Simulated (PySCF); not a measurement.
# ³³S chemical shifts

PySCF 2.14 calculation with σ from GIAO-PBE0/pcSseg-1 and geometry: GFN2-xTB; non-relativistic Hamiltonian, no solvent, rapidly exchanging positions averaged, one computed conformer.

Shieldings were converted by a linear fit to measured shifts: ³³S: δ = 158.28 − 0.937σ (rms 33.3 ppm, 20 shifts vs sulfate, solution or neat liquid). Occasional misses reach two or three times the rms, and more in compound classes unlike the fitted ones.

Give the ³³S shifts of `O=S1(=O)CCCO1`, `N[Si@@H]1S[Si@@H]([SiH3])[Si@H]1S`, `CS[Si@](N)(C#N)C[SiH2]C#N`, `CS[Si@@](N)(CC#N)[SiH2]C#N`.

Results:


| compound | environment | δ (ppm) |
| --- | --- | --- |
| O=S1(=O)CCCO1 | sulfonyl sulfur | 15 |
| [NH2:1][Si@@H:2]1[S:3][Si@@H:4]([SiH3:5])[Si@H:6]1[SH:7] | S3: sulfur bonded to 2 Si, in a 4-membered ring | -505 |
| [NH2:1][Si@@H:2]1[S:3][Si@@H:4]([SiH3:5])[Si@H:6]1[SH:7] | S7: sulfur bonded to Si, H | -551 |
| CS[Si@](N)(C#N)C[SiH2]C#N | sulfur bonded to C, Si | -416 |
| CS[Si@@](N)(CC#N)[SiH2]C#N | sulfur bonded to C, Si | -449 |
